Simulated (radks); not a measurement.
The numbers below are computed, except where a source is named.
Neutral lanthanum, configuration [Kr] 4d10 5s2 5p5.75 5d1.25 6s2 (fractional occupations, a model configuration).

Code: a radial shooting solver on a logarithmic mesh with Libxc functionals. Model: Dirac Kohn-Sham, exchange-only B88, spin-unpolarised, spherical densities, point nucleus; open shells are shared between the two j in proportion to 2j + 1.

Energy parts (eV):
part                  energy
total             -231165.45
kinetic            247486.39
electron-nucleus  -562511.59
Hartree             89347.24
exchange            -5487.49

Orbitals (lengths in bohr, moments of r in powers of bohr; <r^-3> diverges for s and p1/2):
orbital     occ.  eigenvalue (eV)  <r^-3>
1s1/2          2        -38724.78       -
2s1/2          2        -6161.787       -
2p1/2          2        -5811.403       -
2p3/2          4        -5398.086    6684
3s1/2          2        -1317.380       -
3p1/2          2        -1169.670       -
3p3/2          4        -1089.134    1336
3d3/2          4        -830.3431   218.1
3d5/2          6        -813.1111   199.0
4s1/2          2        -265.5969       -
4p1/2          2        -211.2654       -
4p3/2          4        -194.1065   285.6
4d3/2          4        -105.0511   38.43
4d5/2          6        -102.0738   34.76
5s1/2          2         -38.4263       -
5p1/2    1.91667         -23.6349       -
5p3/2    3.83333         -21.0991   41.86
5d3/2        0.5          -2.6396   2.500
5d5/2       0.75          -2.4511   2.205
6s1/2          2          -3.1383       -

The highest occupied level is 5d5/2 at -2.451 eV. Summed over all electrons, <r^2> = 98.73 bohr^2, which gives a Langevin (diamagnetic) susceptibility term of -78.2 x 10^-6 cm^3/mol.
